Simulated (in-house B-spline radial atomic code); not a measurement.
The numbers below are computed, except where a source is named.
**Correlation energy from the adiabatic connection: −Z/r, Z = 12**

Two electrons in a singlet, external potential −Z/r, Z = 12 (atomic units). Full CI in B-splines (partial waves to l = 8, correlation up to 0.6 % small) with the density held fixed gives W(λ) = <V_ee>_λ − U, and E_c is the integral of W(λ) − W(0) from 0 to 1.

```tsv
λ	W(λ) − W(0) (hartree)
0	0.00000
0.02	-0.00186
0.05	-0.00465
0.12	-0.01114
0.25	-0.02311
0.4	-0.03680
0.6	-0.05485
0.8	-0.07269
1	-0.09030
```

Problem. Integrate the table by the trapezoid rule.

Solution. The strips give -0.00002, -0.00010, -0.00055, -0.00223, -0.00449, -0.00916, -0.01275, -0.01630, which sum to -0.04561 hartree. The direct value, W(1) − W(0) + T_c with T_c = 0.04468, is -0.04563; the curve is convex, so chords lie above it and the trapezoids fall short in size by 0.04 %.

Problem. Now use only three numbers: W(0) = -7.2776, the initial slope W'(0) = -0.09313 (extrapolated from the first points) and the strong-coupling limit of the point-charge-plus-continuum model, W∞ = -10.328. What do second-order theory and the interpolation W(λ) = W∞ + (W(0) − W∞)/√(1 + 2χλ) of Seidl, Perdew and Levy give?

Solution. Second order keeps the slope alone: E_c = W'(0)/2 = -0.04657, +2 % in size against -0.04563. Matching the slope fixes χ = W'(0)/(W∞ − W(0)) = -0.09313/(-3.05040) = 0.03053. Integrating, with s = √(1 + 2χ) = 1.030078, E_c = −(W(0) − W∞)(s − 1)/(s + 1) = −3.05040 × 0.030078/2.030078 = -0.04520 hartree, -0.9 % in size against the full result. At λ = 1 the formula gives W − W(0) = -0.08907 against -0.09030. Part of the miss can come from the model's W∞.
